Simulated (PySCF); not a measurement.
Species: C3H8AsB.
Geometry (PBE0-D3(BJ)/def2-SVP, Å), atoms numbered from 1 in this order:
```
atom  x, y, z in Å
B1     2.584   -0.162    0.170
As2    0.937    0.203   -0.845
C3    -0.494   -0.779    0.123
C4    -1.825   -0.528   -0.494
C5    -2.823    0.137    0.093
H6     3.455    0.672    0.209
H7     2.787   -1.274    0.597
H8     0.619    1.624   -0.424
H9    -0.205   -1.839    0.039
H10   -0.484   -0.504    1.187
H11   -1.964   -0.907   -1.514
H12   -2.722    0.540    1.106
H13   -3.775    0.302   -0.417
```

Level of theory: TDDFT PBE0/def2-SVPD, vertical, gas phase, core orbitals frozen in the response (PySCF). Relativistic effects, spin–orbit coupling among them, are left out although an element past zinc is present.

Transition dipole moments from the ground state, in atomic units and in the frame of the coordinates above (overall signs are arbitrary), for the states with f of 0.002 or more among the lowest 7:

| state | E (eV) | μx | μy | μz |
| --- | --- | --- | --- | --- |
| S1 | 4.131 | 0.718 | -0.106 | 0.422 |
| S2 | 4.551 | -0.757 | -0.032 | -0.086 |
| S3 | 5.729 | 0.130 | 0.120 | -0.062 |
| S4 | 5.834 | -0.193 | 0.202 | -0.253 |
| S5 | 6.038 | 0.239 | -0.088 | 0.159 |
| S6 | 6.220 | -0.118 | -0.392 | -0.409 |
| S7 | 6.606 | -0.561 | 0.186 | 0.044 |

(1) What oscillator strength does each state have?

(2) What angle do the transition dipoles of S2 and S6 make?

(3) How is the summed strength of these states shared among x, y and z?

Results:

(1) f = (2/3) ΔE |μ|² with ΔE in hartree (27.2114 eV).

| state | \|μ\|² (au) | \|μ\| (D) | f |
| --- | --- | --- | --- |
| S1 | 0.704 | 2.13 | 0.071 |
| S2 | 0.581 | 1.94 | 0.065 |
| S3 | 0.035 | 0.48 | 0.005 |
| S4 | 0.142 | 0.96 | 0.020 |
| S5 | 0.090 | 0.76 | 0.013 |
| S6 | 0.335 | 1.47 | 0.051 |
| S7 | 0.351 | 1.51 | 0.057 |

(2) |cos θ| = |μa·μb| / (|μa| |μb|) = 0.31, so θ ≈ 72° (taken between 0 and 90°, since the signs are arbitrary).

(3) (2/3) Σ ΔE μα² gives 0.185 for x, 0.039 for y and 0.058 for z, 0.283 in all.

The vertical ionisation energy (ΔSCF) is 9.31 eV, 2.70 eV above S7.

On one thread of an Arm Neoverse V1, shared host, this took 1.9 min of wall time and 0.87 GiB of memory at its peak.

One conformer stands for the species.
